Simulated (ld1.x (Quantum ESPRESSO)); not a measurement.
# What one change does to a pseudopotential (copper, RRKJ)

```
Element                 : copper (Cu)
Generator               : ld1.x (Quantum ESPRESSO) 7.5
Type                    : norm-conserving RRKJ (Kleinman–Bylander form)
Functional              : revPBE
Relativity              : scalar-relativistic
Frozen core             : [Ar]
Valence charge          : 11
Reference configuration : 3d9 4s0 4p0 (charge +2)
Partial waves           : 4p (bound, empty): rc 2.60 bohr; 3d (bound): rc 0.70 bohr; 4s (bound, empty): rc 1.95 bohr
Local potential         : the s channel
Core correction         : none
```

Change: wave 4s (bound): rc 1.95 bohr becomes 4s (bound): rc 2.64 bohr.

Cutoffs: the cutoffs (Ry, on a coarse ladder) from which the occupation-weighted sum of valence levels, in a spherical-Bessel basis at the reference potential, stays within 10 and 1 mRy of its value at 400 Ry; they do not see the model core or the augmentation charge, which bear on the density cutoff. Errors are all-electron minus pseudo energies relative to the spin-unpolarised reference configuration.

Problem. What does the change do?

Solution. Of the 7 tests that both files solve, the error grows in 2 and shrinks in 0 by more than 15 % and 0.3 meV (median size 136.5 → 169.9 meV); neither file shows a bound ghost.

```csv
quantity,base,changed
"cutoff, loose",over 300 Ry,over 300 Ry
"cutoff, tight",over 300 Ry,over 300 Ry
bound ghosts,none,none
"error for 3d10 4s1 4p0, meV [ΔE -29.22 eV]",-47,-78
"error for 3d10 4s0 4p0, meV [ΔE -21.21 eV]",-238,-259
"error for 3d8 4s0 4p0, meV [ΔE 38.90 eV]",-510,-560
"error for 3d7 4s0 4p0, meV [ΔE 98.50 eV]",-2452,-2655
"error for 3d9 4s1 4p1, meV [ΔE -22.42 eV]",+84,+80
"error for 3d10 4s0.5 4p0, meV [ΔE -26.12 eV]",-137,-170
"error for 3d9 4s2 4p0, meV [ΔE -27.23 eV]",+117,+118
s: phases at 2.86 bohr within 0.05 rad from the reference energy up to (Ry; the scan ends near 5),1.0,0.1
p: phases at 2.86 bohr within 0.05 rad from the reference energy up to (Ry; the scan ends near 5),2.7,1.9
d: phases at 2.86 bohr within 0.05 rad from the reference energy up to (Ry; the scan ends near 5),-0.7,-0.6
```
